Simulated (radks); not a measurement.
Question: The mean radii <r> (bohr) of the occupied orbitals of an atom or ion are listed with their occupations. All-electron calculation, scalar-relativistic Kohn-Sham, AM05, spin-polarised, spherical densities, finite nucleus; Fermi nuclear charge, rms radius of each element as measured or else 0.836 A^(1/3) + 0.57 fm. Program: a radial shooting solver on a logarithmic mesh with Libxc functionals.

orbital  occ.      <r>
1s up       1  0.09709
1s down     1  0.09708
2s up       1   0.4802
2s down     1   0.4797
2p up       3   0.4431
2p down     3   0.4425
3s up       1    1.631
3s down     1    1.654
3p up       3    1.869

Name the element and its charge. Open shells, if any, are filled with parallel spins first.

Answer: Z = 16, sulfur, charge +1: S+ in [Ne] 3s2 3p3. The 1s radius gives Z: for a bare nucleus <r> = (2 gamma + 1)/(2Z) with gamma = sqrt(1 - (Z/c)^2), 0.09332 bohr for Z = 16, and screening makes it slightly larger (0.09709 here). The occupations add up to 15, and the charge is Z minus that.
